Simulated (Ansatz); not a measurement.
`CCB(F)F` + CH₃NH₂ → `CNB(F)F` + `CC` at 500 K and 1 bar (ligand exchange at a B–C bond).

Isolated molecules relaxed with PBE0-D4/def2-TZVP in Ansatz; ΔE leaves out vibrations. CBS: MP2 limit from def2 TZ/QZ plus the TZ coupled-cluster correction, frozen cores. This one scheme is used for every species. Each species was taken in one conformer, which may not be the lowest.

```json
{"species": "`CCB(F)F`", "CCSD(T)/CBS energy (Eh)": "-303.63268", "H − E (kJ/mol)": "236.8", "S (J/(mol·K))": "378.9"}
{"species": "CH₃NH₂", "CCSD(T)/CBS energy (Eh)": "-95.75281", "H − E (kJ/mol)": "191.8", "S (J/(mol·K))": "270.3"}
{"species": "`CNB(F)F`", "CCSD(T)/CBS energy (Eh)": "-319.70892", "H − E (kJ/mol)": "209.3", "S (J/(mol·K))": "363.2"}
{"species": "`CC`", "CCSD(T)/CBS energy (Eh)": "-79.71954", "H − E (kJ/mol)": "220.5", "S (J/(mol·K))": "259.9"}
```

H − E and S are ideal-gas, rigid-rotor, harmonic terms from PBE0-D4/def2-TZVP, for one conformer and one mirror image of each species. 1 Eh = 2625.50 kJ/mol, R = 8.31446 J/(mol·K).

Question: By hand: ΔE, ΔH, ΔS and ΔG.

Answer: ΔE = (-319.70892) + (-79.71954) − (-303.63268) − (-95.75281) = -0.04297 Eh = -112.8 kJ/mol. Δ(H − E) = 209.3 + 220.5 − 236.8 − 191.8 = 1.2, so ΔH = -111.6 kJ/mol. ΔS = 363.2 + 259.9 − 378.9 − 270.3 = -26.1 J/(mol·K). ΔG = -111.6 − 500 × (-26.1)/1000 = -98.5 kJ/mol.

Question: By hand: the equilibrium constant, and the temperature at which ΔG would vanish if ΔH and ΔS stayed fixed.

Answer: log₁₀ K = −ΔG/(RT ln 10) = 10.3. ΔG = 0 at ΔH/ΔS = 4276 K, far beyond where these terms or the molecules hold.

ΔH outweighs TΔS. A doubt of 5 kJ/mol in ΔE shifts log₁₀ K by 0.5 here. Other conformers and mirror images would add mixing entropy, several J/(mol·K) or more a flexible species. Modes under 60 cm⁻¹, often nearly free rotors, make the harmonic entropy too high. These are equilibria of isolated gas molecules and say nothing of rates. Largest T1 diagnostic: 0.011 (customary marks: 0.02 for closed shells, 0.045 for open ones).
